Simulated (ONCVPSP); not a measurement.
# vanadium: one change to an ONCV potential, before and after

ONCVPSP 4.0.1 input, shortened (lines: element, Z, core and valence counts, functional; n l f; lmax; l rc ep ncon nbas qcut; lloc lpopt rc5 dvloc0; l nproj debl; icmod fcfact rcfact), PBEsol, scalar-relativistic:

```
  V 23.00    3    5  -116133      upf
    1    0    2.00
    2    0    2.00
    2    1    6.00
    3    0    2.00
    3    1    6.00
    3    2    3.00
    4    0    1.50
    4    1    0.50
    2
    0    1.80    0.00    4    7    6.70
    1    2.05    0.00    4    7    7.50
    2    1.65    0.00    4    9    8.90
    4    2    1.65    1.00
    0    3    3.10
    1    2    2.40
    2    2    0.70
    0    0.00    0.00
```

Change: s: qcut 7.3; p: qcut 8.1; d: qcut 9.6.

Cutoffs: the cutoffs (Ha) at which the residual kinetic energy of the hardest occupied pseudo-wave falls to 1 and 0.1 mHa per electron; they do not see the model core or the augmentation charge, which bear on the density cutoff. Errors are all-electron minus pseudo energies relative to the spin-unpolarised reference configuration.

Question: How do hardness, ghosts and transferability respond?

Answer: The potential gets harder (32 Ha and 36 Ha → 34 Ha and 39 Ha); the errors of the 4 common tests hardly move; neither file shows a bound ghost.

| quantity | base | changed |
| --- | --- | --- |
| cutoff, loose | 32 Ha | 34 Ha |
| cutoff, tight | 36 Ha | 39 Ha |
| loose cutoff by channel | s 8.6 Ha, p 19 Ha, d 32 Ha | s 9.4 Ha, p 20 Ha, d 34 Ha |
| bound ghosts | none | none |
| GHOST(+) flags under 300 eV | none | none |
| error for 3s2 3p6 3d3 4s2 4p0, meV [ΔE -1.66 eV] | +0.1 | +0.2 |
| error for 3s2 3p6 3d3 4s1 4p0, meV [ΔE 6.09 eV] | -0.2 | -0.2 |
| error for 3s2 3p6 3d3 4s0 4p0, meV [ΔE 20.29 eV] | -0.3 | -0.2 |
| error for 3s2 3p6 3d3 4s0 4p2, meV [ΔE 5.21 eV] | -0.2 | -0.1 |
| s: phases at 1.83 bohr within 0.05 rad from the reference energy up to (Ha; the scan ends near 5) | to the end of the scan | to the end of the scan |
| p: phases at 2.08 bohr within 0.05 rad from the reference energy up to (Ha; the scan ends near 5) | to the end of the scan | to the end of the scan |
| d: phases at 1.68 bohr within 0.05 rad from the reference energy up to (Ha; the scan ends near 5) | to the end of the scan | to the end of the scan |
